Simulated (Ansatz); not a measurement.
Ideal-gas functions of H4Se2Sn (`[SeH][SnH2][SeH]`) at 800 K and 1 bar, from an Ansatz frequency run at PBE0-D4/def2-TZVP.

Molar mass 280.66 g/mol, point group Cs (symmetry number 1), electronic degeneracy 1, moments of inertia 148.537, 718.076, 850.236 u Å². Harmonic wavenumbers (cm⁻¹, unscaled): 27, 70, 130, 230, 254, 327, 486, 598, 640, 664, 681, 1944, 1971, 2445, 2445.

Use S(trans) = R[1.5 ln M + 2.5 ln T − 1.1517]; rotational temperatures θ = 24.2544 K / I; S(rot) = R[ln(√π/σ · √(T³/θAθBθC)) + 1.5]; for each mode x = 1.438777 ν̃/T, S = R[x/(eˣ − 1) − ln(1 − e⁻ˣ)] and H = RT x/(eˣ − 1); 1 cm⁻¹ = 0.0119627 kJ/mol; R = 8.31446 J/(mol·K).

**Question.** By hand: the entropy, in J/(mol·K).

**Answer.** Translation 199.7. Rotation: θ = 0.1633, 0.0338, 0.0285 K, giving 137.0. Vibration, mode by mode: 33.47, 25.55, 20.42, 15.71, 14.90, 12.85, 9.69, 8.10, 7.59, 7.32, 7.13, 1.16, 1.12, 0.56, 0.56, in all 166.1. Electronic 0.0. Sum 502.8 J/(mol·K).

**Question.** By hand: H − E and G − E in kJ/mol, counted from the electronic energy.

**Answer.** Zero-point energy ½ × 12912 × 0.0119627 = 77.2; thermal vibration 54.5; translation, rotation and pV give 4 RT = 26.6. H − E = 158.3 kJ/mol, and G − E = 158.3 − 800 × 502.8/1000 = -243.9 kJ/mol.

Vibration gives 33 % of the entropy, 79.4 J/(mol·K) of it from the modes under 150 cm⁻¹: soft modes count most, and the harmonic formula is weakest for them. The sum counts one conformer and one mirror image; others add a mixing term.
